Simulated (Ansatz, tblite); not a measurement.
Series (ClBeX)2: vertical IE (eV) at several levels, gas phase, relaxed structures; Ansatz, xTB through tblite. Raw xTB energies of ions are shifted by several eV. The structures are stationary points that may keep the symmetry of their start. Remarks come from the PBE and PBE0 runs and from stability tests at other levels; not every state was tested. HOMO above LUMO (over both spins in singlets and doublets, within one spin in higher multiplets; at PBE or PBE0), or a gap under 0.15 eV within one spin, warns that the state may not be the lowest or that an electron is smeared out.

| species | state | geometry | GFN1-xTB | PBE-D4/def2-TZVP | r2SCAN-D4/def2-TZVP | PBE0-D4/def2-TZVP | remarks |
| --- | --- | --- | --- | --- | --- | --- | --- |
| (ClBe-mu-F)2 (Be2Cl2F2) | singlet to doublet | r2SCAN-D4/def2-SVP | 15.11 | 10.82 | 11.06 | 11.38 | gap within one spin near zero at PBE or PBE0 (+1 doublet) |
| (ClBe-mu-H)2 (Be2H2Cl2) | singlet to doublet | PBE-D4/def2-TZVP | 14.64 | 10.30 | 10.52 | 10.81 | – |
| (ClBe-mu-Cl)2 (Be2Cl4) | singlet to doublet | PBE0-D4/def2-SVP | 15.00 | 10.42 | 10.68 | 11.00 | – |
| (ClBe-mu-OH)2 (Be2Cl2O2H2) | singlet to doublet | r2SCAN-D4/def2-SVP | 14.59 | 10.06 | 10.31 | 10.64 | – |
| (ClBe-mu-NH2)2 (Be2N2Cl2H4) | singlet to doublet | PBE-D4/def2-SVP | 14.19 | 9.39 | 9.64 | 10.00 | – |

Over the 5 species that have every level, the mean is 14.71 at GFN1-xTB, 10.20 at PBE-D4/def2-TZVP, 10.44 at r2SCAN-D4/def2-TZVP, 10.77 at PBE0-D4/def2-TZVP.
